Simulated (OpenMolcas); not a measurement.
## Lines of P I: computed and rescaled rates

```json
{
 "Program": "OpenMolcas",
 "Method": "SS-CASPT2, IPEA 0.25 Eh, imaginary shift 0.1 Eh (closed shells correlated: 2s 2p)",
 "Basis": "ANO-RCC-VQZP [6s5p3d2f1g]",
 "Scalar Hamiltonian": "DKH2, point nucleus",
 "Active space": "5 electrons in 4 orbitals (3s 3p)",
 "State averaging": "2S+1 = 4 odd, 1 root; 2S+1 = 2 odd, 8 roots",
 "Spin-orbit coupling": "RASSI with atomic mean-field integrals over the reference wave functions, term energies averaged over their components"
}
```

Rates come from the transition moments of the reference wave functions (E1 and E2 in the length form). At fixed line strength A goes as λ^-3 for E1 and M1 and as λ^-5 for E2, so a rate at the computed wavelength can be rescaled to the measured one. Measured vacuum wavelengths follow from level energies in NIST Handbook of Basic Atomic Spectroscopic Data. Branching counts decays inside the model space alone, at computed energies, and the table is only a selection of the E2 and M1 lines, drawn from those between levels with measured partners whose computed energy lies within a factor of 1.5 of the measured one.

```json
{"Upper": "3s² 3p³ ²P°_3/2", "Lower": "3s² 3p³ ²D°_5/2", "Type": "E2", "λ computed (nm)": "1405", "λ measured (nm)": "1357", "A computed (s-1)": "7.54e-02", "A rescaled (s-1)": "8.97e-02", "Branching %": "44.2"}
{"Upper": "3s² 3p³ ²P°_1/2", "Lower": "3s² 3p³ ²D°_3/2", "Type": "E2", "λ computed (nm)": "1404", "λ measured (nm)": "1358", "A computed (s-1)": "6.50e-02", "A rescaled (s-1)": "7.68e-02", "Branching %": "48.8"}
{"Upper": "3s² 3p³ ²P°_1/2", "Lower": "3s² 3p³ ²D°_5/2", "Type": "E2", "λ computed (nm)": "1406", "λ measured (nm)": "1361", "A computed (s-1)": "4.31e-02", "A rescaled (s-1)": "5.07e-02", "Branching %": "32.3"}
{"Upper": "3s² 3p³ ²P°_3/2", "Lower": "3s² 3p³ ⁴S°_3/2", "Type": "M1", "λ computed (nm)": "544", "λ measured (nm)": "533.4", "A computed (s-1)": "4.23e-02", "A rescaled (s-1)": "", "Branching %": "24.8"}
{"Upper": "3s² 3p³ ²P°_3/2", "Lower": "3s² 3p³ ²D°_3/2", "Type": "E2", "λ computed (nm)": "1403", "λ measured (nm)": "1354", "A computed (s-1)": "3.23e-02", "A rescaled (s-1)": "3.86e-02", "Branching %": "19.0"}
{"Upper": "3s² 3p³ ²P°_1/2", "Lower": "3s² 3p³ ⁴S°_3/2", "Type": "M1", "λ computed (nm)": "544", "λ measured (nm)": "534.1", "A computed (s-1)": "1.70e-02", "A rescaled (s-1)": "", "Branching %": "12.7"}
{"Upper": "3s² 3p³ ²P°_3/2", "Lower": "3s² 3p³ ²D°_3/2", "Type": "M1", "λ computed (nm)": "1403", "λ measured (nm)": "1354", "A computed (s-1)": "1.31e-02", "A rescaled (s-1)": "", "Branching %": "7.7"}
{"Upper": "3s² 3p³ ²P°_1/2", "Lower": "3s² 3p³ ²D°_3/2", "Type": "M1", "λ computed (nm)": "1404", "λ measured (nm)": "1358", "A computed (s-1)": "8.15e-03", "A rescaled (s-1)": "", "Branching %": "6.1"}
{"Upper": "3s² 3p³ ²P°_3/2", "Lower": "3s² 3p³ ²D°_5/2", "Type": "M1", "λ computed (nm)": "1405", "λ measured (nm)": "1357", "A computed (s-1)": "7.32e-03", "A rescaled (s-1)": "", "Branching %": "4.3"}
{"Upper": "3s² 3p³ ²D°_5/2", "Lower": "3s² 3p³ ⁴S°_3/2", "Type": "E2", "λ computed (nm)": "887.5", "λ measured (nm)": "879", "A computed (s-1)": "7.58e-05", "A rescaled (s-1)": "", "Branching %": "98.5"}
{"Upper": "3s² 3p³ ²D°_3/2", "Lower": "3s² 3p³ ⁴S°_3/2", "Type": "M1", "λ computed (nm)": "888.3", "λ measured (nm)": "880.2", "A computed (s-1)": "5.56e-05", "A rescaled (s-1)": "", "Branching %": "53.4"}
{"Upper": "3s² 3p³ ²D°_3/2", "Lower": "3s² 3p³ ⁴S°_3/2", "Type": "E2", "λ computed (nm)": "888.3", "λ measured (nm)": "880.2", "A computed (s-1)": "4.85e-05", "A rescaled (s-1)": "", "Branching %": "46.6"}
```

Spin-changing lines and M1 lines between different terms are not rescaled, since their strength hangs on the term gaps too.

The largest correction is for 3s² 3p³ ²P°_3/2 → 3s² 3p³ ²D°_3/2 (E2): 3.23e-02 × (1403 / 1354)^5 = 3.86e-02 s-1, a factor of 1.19.

No measured rate stands beside these. Rescaling mends the energy factor alone: line strengths can still be far off where a level mixes with configurations outside the active space, and weak or spin-changing lines hang on small mixing coefficients that depend on the term gaps too, so rescaling need not improve them.

CASPT2 does not keep the components of a term degenerate, so their means are used; among the terms shown or strongly mixed into the levels shown the widest spread is 140 cm-1 (3s² 3p³ ²D°). No level of 3s 3p⁴ was computed, though it lies in the active space. Computed and measured levels are paired by configuration, term and J; levels that our copy of the source lacks, or whose pairing is in doubt (as where it misses far off the trend of its configuration), stay unpaired. Only configurations of the active space appear.

° marks odd parity.
